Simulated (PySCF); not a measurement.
Geometry:
```json
{"atom": "C1", "x (Å)": "-1.626", "y (Å)": "0.151", "z (Å)": "0.606"}
{"atom": "C2", "x (Å)": "-0.879", "y (Å)": "-0.635", "z (Å)": "-0.173"}
{"atom": "C3", "x (Å)": "0.607", "y (Å)": "-0.533", "z (Å)": "-0.369"}
{"atom": "Al4", "x (Å)": "1.495", "y (Å)": "0.699", "z (Å)": "0.839"}
{"atom": "F5", "x (Å)": "2.876", "y (Å)": "0.265", "z (Å)": "1.648"}
{"atom": "F6", "x (Å)": "0.942", "y (Å)": "2.239", "z (Å)": "1.127"}
{"atom": "H7", "x (Å)": "-2.706", "y (Å)": "0.007", "z (Å)": "0.691"}
{"atom": "H8", "x (Å)": "-1.197", "y (Å)": "0.989", "z (Å)": "1.170"}
{"atom": "H9", "x (Å)": "-1.383", "y (Å)": "-1.436", "z (Å)": "-0.731"}
{"atom": "H10", "x (Å)": "0.833", "y (Å)": "-0.246", "z (Å)": "-1.414"}
{"atom": "H11", "x (Å)": "1.079", "y (Å)": "-1.524", "z (Å)": "-0.249"}
```

Geometry: PBE0-D3(BJ)/def2-SVP; GIAO shifts from PySCF 2.14, gas phase, non-relativistic, averaged over equivalent atoms.

At PBE0/cc-pVDZ (113 basis functions, 9.8 s wall time on 1 thread of an Arm Neoverse V1, shared host):
```
  atoms  δ (ppm)
     C2    135.0
     C1    121.1
     C3     12.4
    Al4     38.3
  F5/F6   -122.6
     H9     6.10
     H8     5.73
     H7     5.20
H10/H11     1.37
```

Referencing at the same level of theory: TMS for $^{13}$C (σ = 196.75 ppm) and $^{1}$H (σ = 31.29 ppm); $^{27}$Al (σ = 538.56 ppm) against AlH4-; $^{19}$F (σ = 200.93 ppm) against CFCl3.

Estimate the result of repeating the calculation with wB97X-D/pcSseg-2.

Answers


```json
{"atoms": "C2", "δ at wB97X-D/pcSseg-2": "149.1", "change": "+14.1"}
{"atoms": "C1", "δ at wB97X-D/pcSseg-2": "131.2", "change": "+10.1"}
{"atoms": "C3", "δ at wB97X-D/pcSseg-2": "10.3", "change": "-2.1"}
{"atoms": "Al4", "δ at wB97X-D/pcSseg-2": "35.0", "change": "-3.3"}
{"atoms": "F5/F6", "δ at wB97X-D/pcSseg-2": "-152.2", "change": "-29.6"}
{"atoms": "H9", "δ at wB97X-D/pcSseg-2": "6.46", "change": "+0.36"}
{"atoms": "H8", "δ at wB97X-D/pcSseg-2": "5.81", "change": "+0.08"}
{"atoms": "H7", "δ at wB97X-D/pcSseg-2": "5.41", "change": "+0.21"}
{"atoms": "H10/H11", "δ at wB97X-D/pcSseg-2": "1.44", "change": "+0.07"}
```

Chemical shifts δ = σref − σ; TMS for $^{13}$C (184.42 ppm), $^{1}$H (31.36 ppm); AlH4- for $^{27}$Al (486.92 ppm); $^{19}$F (186.42 ppm) vs CFCl3, all at this level.

The largest change is at F5/F6 (fluorine bonded to Al). Cost: 293 basis functions, 37 s wall time on 1 thread of an Intel Xeon 6975P-C, shared host. The order of the carbon signals is the same at both levels.

Unscaled 19F shifts against computed CFCl3 carry errors that often reach 10 to 50 ppm.
